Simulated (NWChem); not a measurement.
Species: AlHSF₂; SMILES [F][Al]([F])[SH]

```xyz
5

Al     0.0070     0.4780     0.0000
F     -1.3582     1.3983     0.0000
F      1.4771     1.2242     0.0000
S     -0.1435    -1.6907     0.0000
H      1.1969    -1.8708     0.0000
```
Atoms are numbered in this order, from 1.

Computed with NWChem. Pople sets run with spherical d functions. STO-3G and 3-21G are far too small for this property and stand as cheap habits. The geometry was optimised at B3LYP/6-31G* (spherical d). Field at 589 nm.

Task: Order these runs by computing time, cheapest first, and give rough ratios: B3LYP/aug-cc-pVDZ; B3LYP/def2-SVP; B3LYP/STO-3G.

Result: B3LYP/STO-3G (1), B3LYP/def2-SVP (4), B3LYP/aug-cc-pVDZ (50). Ratios are rough, from one shared machine; the cheapest took roughly 9 core-seconds. What differs between the cheapest and the dearest: isotropic polarisability (bohr³) 18.1 → 45.3; anisotropy (bohr³) 19.3 → 13.7.
